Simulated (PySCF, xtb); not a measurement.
CH10OSi4, SMILES [SiH3][Si@@H]1[SiH2]CO[SiH2]1. The values are those of a single conformer.

Harmonic wavenumbers (cm⁻¹) from GFN2-xTB in xtb at its own minimum, in rising order: 19, 42, 83, 107, 141, 232, 334, 352, 372, 385, 405, 436, 451, 503, 528, 556, 593, 606, 630, 669, 711, 758, 771, 784, 804, 816, 820, 825, 1102, 1210, 1278, 1484, 2050, 2160, 2187, 2204, 2228, 2233, 2238, 2287, 2887, 2942.

Question: What does PBE-D3(BJ)/def2-SVP run with PySCF 2.14.0 give at its own minimum? (An estimate is asked for; the answer gives what the named calculation found.)

Answer: 45, 78, 94, 111, 164, 237, 333, 359, 398, 409, 434, 469, 498, 530, 556, 599, 640, 665, 687, 709, 725, 795, 821, 845, 889, 898, 904, 909, 1061, 1201, 1221, 1407, 2124, 2144, 2146, 2149, 2160, 2162, 2167, 2185, 2921, 3015. Paired by order, the mean absolute difference is 44 cm⁻¹ and the zero-point energies are 60.4 and 61.3 kcal/mol.
